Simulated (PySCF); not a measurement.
# Reading the logs of faulty runs: BGeH7NSi

These are calculations, not measurements. The program is PySCF 2.14.0, an open-source quantum chemistry code, run on an isolated molecule that a program drew, which may never have been made. The molecule is BGeH7NSi (charge 0, doublet), drawn as the SMILES string `B[SiH][NH][GeH3]`.

Each row is a Hartree-Fock (HF) and frozen-core CCSD(T) single point in the cc-pV(D+d)Z basis, meant for a local HF minimum. Run 1 is clean. Each other run has one planted mistake out of seven kinds, and not every kind appears here: one electron removed, one electron added, multiplicity raised by two, geometry at a saddle point, minimal basis STO-3G, one bond length entered in bohr, all coordinates scaled. The reference is restricted for singlets and unrestricted otherwise, and also for a bond in bohr. Adding or removing an electron swaps singlet and doublet. Electrons count all cores. HOMO and LUMO are orbital energies over both spins, the gradient is its largest component, and the lowest frequency (negative if imaginary) is given only where the gradient is small. Bond lengths are over the 10 bonds as drawn. T1 is the CCSD diagnostic: over 0.02 (restricted) or 0.045 (unrestricted) a single reference is doubtful. Germanium has the cc-pVDZ-PP basis, with a core potential (ECP10MDF) in place of its 10 inner electrons, and its 3s, 3p and 3d shells are frozen in CCSD(T).

Geometry of the clean run:
```xyz
11
BGeH7NSi, angstrom
B    -1.8535    2.2635   -0.0925
Si   -0.6463    0.7834   -0.1668
N    -0.8063   -0.6104   -1.1304
Ge    0.2756   -2.1084   -1.3022
H    -2.8493    2.2878   -0.7635
H    -1.5883    3.1718    0.6461
H     0.6000    0.6583    0.6149
H    -1.6295   -0.6301   -1.7093
H     0.7443   -2.2302   -2.7535
H     1.4608   -1.9082   -0.3632
H    -0.5220   -3.3554   -0.9152
```

```
run  electrons  basis functions  <S^2>  HOMO (eV)  LUMO (eV)  gradient (hartree/bohr)  lowest frequency (cm^-1)  mean bond (Å)  longest bond (Å)      T1  HF (hartree)  CCSD(T) (hartree)                     mistake
  1         65              109  0.759      -7.27       1.36                  7.7e-06                        47         1.4939             1.911  0.0158    -665.49385         -666.01128                    no fault
  2         64              109  0.000     -16.00      -5.61                  7.8e-02                         -         1.4939             1.911  0.0207    -665.25790         -665.76092        one electron removed
  3         65              109  0.761      -7.16       1.22                  4.4e-02                         -         1.5970             2.043  0.0199    -665.45192         -665.98292      all coordinates scaled
  4         65              109  3.767      -4.65      -2.06                  9.6e-02                         -         1.4939             1.911  0.0203    -665.27794         -665.78677  multiplicity raised by two
  5         66              109  0.000      -0.24       7.12                  5.9e-02                         -         1.4939             1.911  0.0148    -665.47202         -666.02880                           ?
  6         65              109  1.586      -7.35       1.08                  1.1e-02                         -         1.6253             2.790  0.0489    -665.37797         -665.89053                           ?
```

**Which mistake was planted in run 5, and what did it cost?**

It counts 66 electrons, one more than the clean run, at the same geometry and basis. So the mistake is: one electron added. Subtracting run 1 and multiplying by 627.51 kcal/mol a hartree, the energy moved by 13.7 kcal/mol in HF and -11.0 kcal/mol in CCSD(T).

**Which mistake was planted in run 6, and what did it cost?**

The mean bond changes by a factor of 1.088 and the longest by 1.460, so the molecule wasn't scaled as a whole. A length L in bohr read as angstrom grows by (1/0.5292 - 1) L = 0.890 L. The 10 bonds together grew by 10 x 0.1314 = 1.314 Å, which gives L = 1.477 Å. That is bond Si2-H7, 1.476 Å in the clean geometry. So the mistake is: one bond length entered in bohr. Subtracting run 1 and multiplying by 627.51 kcal/mol a hartree, the energy moved by 72.7 kcal/mol in HF and 75.8 kcal/mol in CCSD(T).

Cautions from the logs. Run 2: T1 is over the limit, so its CCSD(T) energy is less reliable; run 6: T1 is over the limit, so its CCSD(T) energy is less reliable.
